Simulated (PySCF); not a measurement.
Stepwise substitution at one centre (Si Br-OH). All species are isolated molecules in the gas phase. One relaxed conformer stands for each flexible species; it need not be the lowest. Strings in code marks are SMILES.

The HOMO–LUMO gap from two functionals at the same geometries (PBE0-D4/def2-TZVP), both in PySCF: PBE-D3(BJ)/def2-TZVP and PBE0-D4/def2-TZVP. 

```csv
species,PBE0-D4/def2-TZVP (eV)
0 of 4 Br replaced by OH (`Br[Si](Br)(Br)Br`),7.05
1 of 4 Br replaced by OH,7.55
2 of 4 Br replaced by OH,8.24
4 of 4 Br replaced by OH (`O[Si](O)(O)O`),9.60
```

Question: What does PBE-D3(BJ)/def2-TZVP give for each?

Answer: 
- 0 of 4 Br replaced by OH (`Br[Si](Br)(Br)Br`): 4.89
- 1 of 4 Br replaced by OH: 5.36
- 2 of 4 Br replaced by OH: 5.97
- 4 of 4 Br replaced by OH (`O[Si](O)(O)O`): 6.91
Over these rows, drawn at random from the members with no instability flagged (it was tested for open shells, ions and some series alone), PBE minus PBE0-D4: mean -2.33 eV, from -2.69 eV to -2.16 eV.
